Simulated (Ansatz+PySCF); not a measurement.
# singlet Li₄F₄: levels of theory in one basis

```
atom    x (Å)    y (Å)    z (Å)
  Li  -0.7872  -0.7872  -0.7872
   F  -0.8731  -0.8731   0.8731
   F  -0.8731   0.8731  -0.8731
  Li  -0.7872   0.7872   0.7872
   F   0.8731  -0.8731  -0.8731
  Li   0.7872  -0.7872   0.7872
  Li   0.7872   0.7872  -0.7872
   F   0.8731   0.8731   0.8731
```

Basis set: def2-SVP (spherical functions). Correlated methods keep 4 orbitals frozen. Charge 0, multiplicity 1.

Computed with Ansatz (development build ahead of 0.2.0); each method stands on the lowest determinant of its kind that the runs found.

```json
{"method": "RHF", "E − E(RHF) (eV)": "0.00", "<S²> of the determinant": "0.00"}
```

(1) What does RHF-MP2 give on the same scale?

(2) Is a single determinant a sound starting point here?

Answers

(1) -22.17 eV.

(2) By this sign, yes. Unrestricted orbitals gain 0.00 eV and <S²> is 0.00 against 0.00 for a pure state.
